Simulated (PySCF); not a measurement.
F3S, SMILES F[S](F)F (connectivity only; charge and spin as stated), charge -1, multiplicity 1. Coordinates come from a B3LYP-D3(BJ)/def2-SVPD optimisation. The spin state was assumed, not searched. The isomer is the one that the SMILES or the coordinates give; other isomers of the formula were not compared.

Calculation: B3LYP-D3(BJ)/def2-SVPD (PySCF 2.14.0).

Harmonic wavenumbers (cm⁻¹): 243, 286, 335, 420, 474, 717. Rotational constants (GHz): 12.51, 3.876, 2.959; symmetry number 2.

Work out the zero-point energy and the ideal-gas rigid-rotor harmonic-oscillator thermochemistry at 298.15 K and 1 atm.

ZPE = ½ Σ hcν = ½ × 2476 cm⁻¹ = 3.54 kcal/mol. H − E(el) = 7.13 kcal/mol. Entropy in cal/(mol K): translation 39.37, rotation 23.84, vibration 6.41, total 69.63. G − E(el) = -13.63 kcal/mol. Cp = 16.56 cal/(mol K).
